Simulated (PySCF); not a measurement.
# Ionisation energy of Te(3+) by level of theory

Te(3+) [Kr] 4d10 5s2 5p1 [5p1/2^1, M_J = 1/2] → Te(4+) [Kr] 4d10 5s2, as a difference of total energies. Computed with PySCF 2.14 in x2c-QZVPPall-2c (13s13p9d4f1g, 134 functions), with the two-component X2C-1e Hamiltonian. Correlated levels: [Ar] 3d10 frozen; the 32 highest virtual spinors dropped. "Screened" scales the spin-orbit matrix elements by Boettger's factors to mimic the two-electron term; Breit and QED terms are absent.

```json
{"method": "GHF (spin-free)", "ionisation energy (eV)": "36.185"}
{"method": "GMP2 (spin-free)", "ionisation energy (eV)": "36.682"}
{"method": "GHF (screened spin-orbit)", "ionisation energy (eV)": "36.971"}
{"method": "GMP2 (screened spin-orbit)", "ionisation energy (eV)": "37.488"}
```

Task: How much does correlation contribute at GMP2 (screened spin-orbit)?

Result: 37.488 − (36.971) = 0.517 eV, measured against GHF (screened spin-orbit).

The spin-free rows lack the spin-orbit shift.

For comparison: 37.416 eV (measured; NIST Atomic Spectra Database, ionization energies).
